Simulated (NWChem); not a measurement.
System: BeNH2Cl; SMILES [NH2][Be][Cl]

NWChem input:

```
start job
memory heap 200 mb stack 900 mb global 1100 mb
geometry units angstroms noautoz
  Be     0.000636     0.538210     0.000000
  Cl     0.001411    -1.280499     0.000000
  N     -0.000734     2.030844     0.000000
  H     -0.005203     2.619726    -0.826028
  H     -0.005203     2.619726     0.826028
end
basis spherical
  * library def2-tzvp
end
dft
  xc slater vwn_5
  iterations 150
  vectors input atomic output neutral.movecs
end
task dft energy
charge 1
dft
  odft
  mult 2
  vectors input atomic output cation.movecs
end
task dft energy
```

NWChem printed, in part:

```
             Northwest Computational Chemistry Package (NWChem) 7.3.0
             --------------------------------------------------------

 CS  symmetry detected

                             Geometry "geometry" -> ""
                             -------------------------

 Output coordinates in angstroms (scale by  1.889725989 to convert to a.u.)

  No.       Tag          Charge          X              Y              Z
 ---- ---------------- ---------- -------------- -------------- --------------
    1 Be                   4.0000     0.00070536    -0.54355238     0.00000000
    2 Cl                  17.0000     0.00002289     1.27515666     0.00000000
    3 N                    7.0000     0.00053152    -2.03618699     0.00000000
    4 H                    1.0000    -0.00346556    -2.62507239    -0.82602800
    5 H                    1.0000    -0.00346556    -2.62507239     0.82602800

 Effective nuclear repulsion energy (a.u.)      62.7558630931

      Symmetry information
      --------------------

 Group name             Cs
 Group number              2
 Group order               2
 No. of unique centers     4

                                 NWChem DFT Module
                                 -----------------

 Summary of "ao basis" -> "ao basis" (spherical)
 ------------------------------------------------------------------------------
       Tag                 Description            Shells   Functions and Types
 ---------------- ------------------------------  ------  ---------------------
 Be                        def2-tzvp                 9       19   5s3p1d
 Cl                        def2-tzvp                13       37   5s5p2d1f
 N                         def2-tzvp                11       31   5s3p2d1f
 H                         def2-tzvp                 4        6   3s1p

      Symmetry analysis of basis
      --------------------------

        a'         66
        a"         33

            General Information
            -------------------
          SCF calculation type: DFT
          Wavefunction type:  closed shell.
          No. of atoms     :     5
          No. of electrons :    30
           Alpha electrons :    15
            Beta electrons :    15
          Charge           :     0
          Spin multiplicity:     1
          Use of symmetry is: on ; symmetry adaption is: on
          Maximum number of iterations: 150
          AO basis - number of functions:    99
                     number of shells:    41
          Convergence on energy requested:  1.00D-06
          Convergence on density requested:  1.00D-05
          Convergence on gradient requested:  5.00D-04

              XC Information
              --------------
                        Slater Exchange Functional  1.000 local
                      VWN V Correlation Functional  1.000 local

             Grid Information
             ----------------
          Grid used for XC integration:  medium
          Radial quadrature: Mura-Knowles
          Angular quadrature: Lebedev.
          Tag              B.-S. Rad. Rad. Pts. Rad. Cut. Ang. Pts.
          ---              ---------- --------- --------- ---------
          Be                  1.05       49           9.0       434
          Cl                  1.00       88          11.0       590
          N                   0.65       49          10.0       434
          H                   0.35       45          11.0       434
          Grid pruning is: on
          Number of quadrature shells:   231
          Spatial weights used:  Erf1

      Superposition of Atomic Density Guess
      -------------------------------------

 Sum of atomic energies:        -529.36143869

      Non-variational initial energy
      ------------------------------

 Total energy =    -530.223678
 1-e energy   =    -852.658412
 2-e energy   =     259.678871
 HOMO         =      -0.370824
 LUMO         =      -0.027493

      Symmetry analysis of molecular orbitals - initial
      -------------------------------------------------

  Numbering of irreducible representations:

     1 a'          2 a"

  Orbital symmetries:

     1 a'          2 a'          3 a'          4 a'          5 a"
     6 a'          7 a'          8 a'          9 a'         10 a"
    11 a'         12 a'         13 a'         14 a"         15 a'
    16 a'         17 a"         18 a'         19 a'         20 a'
    21 a"         22 a'         23 a'         24 a"         25 a'

   convergence    iter        energy       DeltaE   RMS-Dens  Diis-err
 ---------------- ----- ----------------- --------- --------- ---------
 d= 0,ls=0.0,diis     1   -528.8244005468 -5.92D+02  9.47D-03  1.70D+00
 d= 0,ls=0.0,diis     2   -528.7572096602  6.72D-02  7.73D-03  1.25D+00
 d= 0,ls=0.0,diis     3   -528.8268219081 -6.96D-02  2.89D-03  7.15D-01
 d= 0,ls=0.0,diis     4   -528.8987303996 -7.19D-02  8.55D-04  1.12D-02
 d= 0,ls=0.0,diis     5   -528.8997967486 -1.07D-03  3.35D-04  3.32D-03
  Resetting Diis
 d= 0,ls=0.0,diis     6   -528.9002393331 -4.43D-04  3.75D-05  3.08D-05
 d= 0,ls=0.0,diis     7   -528.9002431859 -3.85D-06  1.95D-05  2.20D-06
 d= 0,ls=0.0,diis     8   -528.9002430675  1.18D-07  1.00D-05  3.43D-06
 d= 0,ls=0.0,diis     9   -528.9002434378 -3.70D-07  1.49D-06  1.09D-07

         Total DFT energy =     -528.900243437825
      One electron energy =     -855.614491601678
           Coulomb energy =      300.592977501944
    Exchange-Corr. energy =      -36.634592431226
 Nuclear repulsion energy =       62.755863093134

 Numeric. integr. density =       29.999999084450

                  Occupations of the irreducible representations
                  ----------------------------------------------

                     irrep           alpha         beta
                     --------     --------     --------
                     a'               12.0         12.0
                     a"                3.0          3.0

                       DFT Final Molecular Orbital Analysis
                       ------------------------------------

 Vector   13  Occ=2.000000D+00  E=-2.925557D-01  Symmetry=a'
              MO Center=  3.5D-05,  1.0D+00,  1.4D-14, r^2= 1.7D+00
   Bfn.  Coefficient  Atom+Function         Bfn.  Coefficient  Atom+Function
  ----- ------------  ---------------      ----- ------------  ---------------
    34      0.495819  2 Cl px                37      0.321813  2 Cl px
    31      0.243303  2 Cl px                25     -0.201010  2 Cl px
     6     -0.146666  1 Be px                28     -0.088559  2 Cl px
    62      0.070616  3 N  px                65      0.063553  3 N  px
    68      0.050251  3 N  px                12      0.037920  1 Be px

 Vector   14  Occ=2.000000D+00  E=-2.918105D-01  Symmetry=a"
              MO Center=  6.7D-05,  1.1D+00,  3.0D-14, r^2= 1.4D+00
   Bfn.  Coefficient  Atom+Function         Bfn.  Coefficient  Atom+Function
  ----- ------------  ---------------      ----- ------------  ---------------
    36      0.509757  2 Cl pz                39      0.333463  2 Cl pz
    33      0.250743  2 Cl pz                27     -0.206864  2 Cl pz
     8     -0.120203  1 Be pz                30     -0.091207  2 Cl pz
    16      0.038334  1 Be d -1              14      0.035496  1 Be pz

 Vector   15  Occ=2.000000D+00  E=-2.316774D-01  Symmetry=a'
              MO Center=  1.0D-03, -1.7D+00, -5.9D-16, r^2= 1.7D+00
   Bfn.  Coefficient  Atom+Function         Bfn.  Coefficient  Atom+Function
  ----- ------------  ---------------      ----- ------------  ---------------
    62      0.398871  3 N  px                65      0.334898  3 N  px
    68      0.329691  3 N  px                 6     -0.150043  1 Be px
    34     -0.135248  2 Cl px                37     -0.119654  2 Cl px
    31     -0.071269  2 Cl px                25      0.056215  2 Cl px
    12      0.045952  1 Be px                28      0.025193  2 Cl px

 Vector   16  Occ=0.000000D+00  E=-3.628335D-02  Symmetry=a'
              MO Center=  6.4D-05, -1.0D+00,  5.1D-13, r^2= 7.6D+00
   Bfn.  Coefficient  Atom+Function         Bfn.  Coefficient  Atom+Function
  ----- ------------  ---------------      ----- ------------  ---------------
     5      1.129917  1 Be s                 61     -0.427333  3 N  s
     4     -0.419047  1 Be s                 90      0.293070  4 H  s
    96      0.293070  5 H  s                 60     -0.194940  3 N  s
    23     -0.193177  2 Cl s                  3      0.164470  1 Be s
    69      0.154173  3 N  py                59     -0.143053  3 N  s

 Vector   17  Occ=0.000000D+00  E=-2.593323D-02  Symmetry=a"
              MO Center=  7.3D-04, -4.6D-01, -5.6D-13, r^2= 3.4D+00
   Bfn.  Coefficient  Atom+Function         Bfn.  Coefficient  Atom+Function
  ----- ------------  ---------------      ----- ------------  ---------------
    14     -0.605643  1 Be pz                 8      0.584341  1 Be pz
    39      0.307846  2 Cl pz                90     -0.306176  4 H  s
    96      0.306176  5 H  s                 36      0.172633  2 Cl pz
    89     -0.137065  4 H  s                 95      0.137065  5 H  s
    70     -0.112322  3 N  pz                33      0.105014  2 Cl pz

 Vector   18  Occ=0.000000D+00  E= 9.788694D-03  Symmetry=a'
              MO Center= -7.8D-04, -4.3D-01, -5.7D-16, r^2= 3.8D+00
   Bfn.  Coefficient  Atom+Function         Bfn.  Coefficient  Atom+Function
  ----- ------------  ---------------      ----- ------------  ---------------
    12      0.732838  1 Be px                 6     -0.554695  1 Be px
    68     -0.328451  3 N  px                37     -0.310374  2 Cl px
    62     -0.201042  3 N  px                34     -0.172708  2 Cl px
    65     -0.157105  3 N  px                31     -0.104286  2 Cl px
    45     -0.088774  2 Cl d -2              25      0.071952  2 Cl px

     Multipole analysis of the density
     ---------------------------------

[...]
```

Level: LDA (Slater exchange, VWN5)/def2-TZVP, vertical spin-unrestricted ions. The geometry was optimised at PBE0/def2-SVP.
